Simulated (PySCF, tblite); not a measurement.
Isomers of C7H11PS. Computed with GFN2-xTB (tblite): harmonic, unscaled wavenumbers at the GFN2-xTB geometry, gas phase. The method is semi-empirical: single wavenumbers can be off by several per cent or more. One conformer each.

Electronic energies: PBE0-D3(BJ)/def2-SVP at its own geometries (PySCF, gas phase).

| SMILES | electronic energy, lowest = 0 (kcal/mol) |
| --- | --- |
| CC[P@@]1(=S)C=CC(C)=C1 | 2.1 |
| Cc1pcc(C(C)C)s1 | 0.0 |
| C#CC[P@](=S)(C=C)CC | 41.7 |

Task: How do GFN2-xTB zero-point energies change the relative energies?

Result: 
| SMILES | ZPE (kcal/mol) | of it from modes above 1550 cm⁻¹ | electronic (kcal/mol) | with ZPE, lowest = 0 (kcal/mol) | lowest mode (cm⁻¹) | rings |
| --- | --- | --- | --- | --- | --- | --- |
| Cc1pcc(C(C)C)s1 | 100.7 | 47.5 | 0.0 | 0.0 | 20 | 1 |
| CC[P@@]1(=S)C=CC(C)=C1 | 99.4 | 50.0 | 2.1 | 0.7 | 59 | 1 |
| C#CC[P@](=S)(C=C)CC | 96.8 | 53.4 | 41.7 | 37.7 | 38 | 0 |

The zero-point energies span 3.9 kcal/mol, from `C#CC[P@](=S)(C=C)CC` to `Cc1pcc(C(C)C)s1`. The order is unchanged.

Task: And how do the electronic energies of GFN2-xTB itself compare?

Result: `Cc1pcc(C(C)C)s1` 5.2; `CC[P@@]1(=S)C=CC(C)=C1` 0.0; `C#CC[P@](=S)(C=C)CC` 41.6 kcal/mol, lowest = 0. Against the energies above, taken from the same isomer `Cc1pcc(C(C)C)s1`, the largest difference is 7.3 kcal/mol. The two levels were optimised apart and needn't hold the same conformer.
